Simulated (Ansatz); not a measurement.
GaH₃OSe (`[OH][GaH][SeH]`), relaxed with RKS PBE0-D4/def2-TZVP in Ansatz from a PBE-D4/def2-SVP geometry. The force threshold is 0.005 eV/Å; the program also tests the step.

Charge 0, multiplicity 1.

Start:

```xyz
6

O     1.335    0.814    0.418
Ga   -0.285    0.100    0.749
Se   -1.460   -1.050   -0.930
H     1.660    0.675   -0.490
H    -0.856    0.287    2.193
H    -0.394   -0.826   -1.940
```

```
step   energy (eV)  largest force (eV/Å)  largest move (Å)
   1  -119809.5104                 0.735             0.000
   2  -119809.5272                 0.198             0.048
   3  -119809.5288                 0.053             0.016
   4  -119809.5291                 0.025             0.007
   5  -119809.5292                 0.015             0.007
   6  -119809.5292                 0.001             0.004
```

End:

```xyz
6

O     1.319    0.798    0.397
Ga   -0.283    0.104    0.754
Se   -1.436   -1.027   -0.923
H     1.628    0.659   -0.500
H    -0.857    0.280    2.183
H    -0.370   -0.814   -1.911
```

Run time 15 s (4 threads of a server CPU on a shared host); peak host memory 0.38 GiB.
